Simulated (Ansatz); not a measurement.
Task: Name a neutral molecule of C, F, Ge, O, Si and H with HOMO–LUMO gap (B3LYP/def2-TZVPP) between 7.80 and 8.10 eV and HOMO–LUMO gap (PBE/def2-TZVPP) between 6.00 and 6.30 eV (Ansatz, PBE0-D4/def2-TZVP geometry).

Result: `CO[SiH](F)[GeH3]` (7.89 eV, 6.22 eV). Other molecules can fit too; these were computed, each in one conformer that needn't be the lowest.

B3LYP here is the variant with VWN-RPA as its local correlation; programs differ in this.
